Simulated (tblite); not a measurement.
Species: C5H4F2.
Numbering: `[CH3:1]/[C:2]([F:3])=[C:4]1[CH:5]=[C:6]\1[F:7]` (hydrogens: H8, H9, H10 on C1; H11 on C5)

Computed with GFN2-xTB (tblite), gas phase: Langevin dynamics at 600 K from the optimised GFN2-xTB geometry, time step 0.5 fs, friction 0.01 fs⁻¹, 2000 steps.

The start geometry, which sets the zero of energy:
```
atom  x, y, z in Å
C1     -1.783    0.324    0.094
C2     -0.597   -0.547   -0.147
F3     -0.923   -1.834   -0.490
C4      0.668   -0.219   -0.065
C5      1.757    0.752    0.191
C6      2.086   -0.477   -0.142
F7      3.028   -1.348   -0.384
H8     -2.409    0.358   -0.797
H9     -1.457    1.327    0.345
H10    -2.382   -0.078    0.910
H11     2.017    1.745    0.459
```

Task: These frames come from the run, each turned onto the start geometry. Order them by potential energy, lowest first.
A.
```
atom  x, y, z in Å
C1     -1.716    0.372    0.044
C2     -0.692   -0.701   -0.106
F3     -0.918   -1.805   -0.794
C4      0.605   -0.321   -0.015
C5      1.548    0.595    0.472
C6      2.017   -0.453   -0.159
F7      3.133   -0.959   -0.644
H8     -2.545   -0.008    0.569
H9     -2.135    0.660   -0.929
H10    -1.267    1.272    0.485
H11     1.976    1.350    1.053
```
B.
```
atom  x, y, z in Å
C1     -1.829    0.329   -0.004
C2     -0.556   -0.422   -0.165
F3     -0.856   -1.704   -0.652
C4      0.706   -0.201    0.158
C5      1.851    0.790    0.338
C6      2.079   -0.487   -0.096
F7      2.869   -1.402   -0.596
H8     -2.693   -0.030   -0.571
H9     -1.702    1.375   -0.169
H10    -2.164    0.051    1.051
H11     2.300    1.706    0.679
```
C.
```
atom  x, y, z in Å
C1     -1.870    0.290    0.114
C2     -0.514   -0.352   -0.273
F3     -0.860   -1.658   -0.665
C4      0.690   -0.078   -0.082
C5      2.000    0.762    0.209
C6      2.073   -0.470   -0.102
F7      2.928   -1.550   -0.224
H8     -2.583    0.091   -0.731
H9     -1.696    1.327    0.445
H10    -2.406   -0.137    0.942
H11     2.244    1.779    0.341
```
D.
```
atom  x, y, z in Å
C1     -1.886    0.314    0.102
C2     -0.624   -0.458   -0.128
F3     -0.668   -1.566   -0.996
C4      0.661   -0.116   -0.042
C5      1.839    0.746    0.455
C6      2.041   -0.470   -0.129
F7      2.882   -1.339   -0.541
H8     -2.771   -0.333    0.034
H9     -1.999    0.920   -0.787
H10    -1.851    0.791    1.070
H11     2.381    1.515    0.938
```
E.
```
atom  x, y, z in Å
C1     -1.841    0.324    0.079
C2     -0.546   -0.455   -0.358
F3     -1.067   -1.641   -1.033
C4      0.753   -0.357   -0.028
C5      1.809    0.569    0.498
C6      2.232   -0.435   -0.208
F7      3.263   -1.254   -0.389
H8     -2.857   -0.232    0.332
H9     -2.198    0.976   -0.801
H10    -1.629    0.964    0.973
H11     2.087    1.544    0.909
```

Result: B (0.488 eV), D (0.577 eV), A (0.670 eV), C (0.828 eV), E (0.994 eV).

In the order of the answer:

```
t (fs)  E above start (eV)  largest force (eV/Å)  rms force component (eV/Å)  rms distance from start (Å)  rms bond change (Å)  bond most changed (Å)
    25               0.488                  3.16                       0.926                        0.310                0.029           C5=C6 +0.053
    75               0.577                  3.58                       1.080                        0.679                0.029           C4–C5 +0.061
   475               0.670                  4.47                       1.291                        0.897                0.035           C4–C5 -0.079
   850               0.828                  6.41                       1.853                        0.222                0.051           C4–C5 +0.102
   950               0.994                  2.66                       0.972                        0.761                0.057           C1–H8 +0.096
```

What follows is the cost of the whole dynamics run. Hardware: Arm Neoverse V1, one thread, on a shared host. Cost: 7.6 s wall, 0.18 GiB resident at most.
